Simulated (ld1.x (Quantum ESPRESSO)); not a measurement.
# Configuration tests for chromium (TM)

chromium, norm-conserving Troullier–Martins (Kleinman–Bylander form), made with ld1.x (Quantum ESPRESSO) 7.5 (PBE, scalar-relativistic). Core [Ne] 3s2, reference 3p6 3d5 4s0 4p0 (charge +1). Waves: 4s (bound, empty): rc 2.30 bohr; 3p (bound): rc 1.05 bohr; 3d (bound): rc 1.10 bohr. Local part: all-electron potential smoothed inside 0.95 bohr (lloc = -1). Core correction: Bessel-smoothed model core inside 0.80 bohr.

Energies are relative to the spin-unpolarised reference configuration 3p6 3d5 4s0 4p0; without spin polarisation the order of configurations can differ from experiment.

| valence configuration | charge | ΔE all-electron (eV) | error AE − PS (meV) |
| --- | --- | --- | --- |
| 3p6 3d5 4s1 4p0 | 0 | -6.901 | -12 |
| 3p6 3d3 4s0 4p0 | +3 | 46.801 | -109 |
| 3p6 3d2 4s0 4p0 | +4 | 95.161 | -364 |
| 3p6 3d5 4s0 4p1 | 0 | -3.780 | +6.1 |
| 3p5 3d5 4s1 4p0 | +1 | 44.612 | -109 |

What are ΔE and the potential's error for 3p6 3d4 4s1 4p1?

ΔE = -3.395 eV all-electron; the error (AE − PS) is -53 meV.

What are ΔE and the potential's error for 3p6 3d4 4s0 4p0?

ΔE = 16.053 eV all-electron; the error (AE − PS) is -15 meV.

Levels in the configuration 3p6 3d5 4s0 4p1:

| level | all-electron (eV) | pseudo (eV) |
| --- | --- | --- |
| 3p | -46.856 | -46.855 |
| 3d | -4.271 | -4.265 |
| 4p | -1.727 | -1.729 |

Note: ghost state, extra bound levels that the all-electron valence spectrum of the same l lacks: s at -195.6 eV. A true bound ghost makes a file unfit for plane-wave use.
